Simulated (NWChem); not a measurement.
Species: Si₂H₅O₂Cl; SMILES O[SiH2]O[SiH2]Cl

```xyz
10

O      1.2769    -1.5707    -0.6563
Si    -0.1805    -1.8927     0.0607
O     -1.0938    -0.5099     0.2284
Si    -1.0420     1.1139     0.0264
Cl     0.6940     1.8846     0.8955
H      1.9105    -1.0412    -0.1505
H     -0.0221    -2.4610     1.4219
H     -0.8853    -2.8148    -0.8511
H     -0.9902     1.4904    -1.4029
H     -2.1914     1.7218     0.7259
```
Atoms are numbered in this order, from 1.

Computed with NWChem. Pople sets run with spherical d functions. Geometry: optimised at B3LYP/6-31G* (spherical d). Level: B3LYP/6-31G* with SMD (1 M gas to 1 M solution), gas-phase geometry. Reactions with the solvent are ignored.

For solvent toluene:

* **cavity-dispersion-structure term (kcal/mol)**: -1.9

Problem. Estimate the same quantities for solvent water.

Solution. The cavity-dispersion-structure term (kcal/mol) is 3.1.
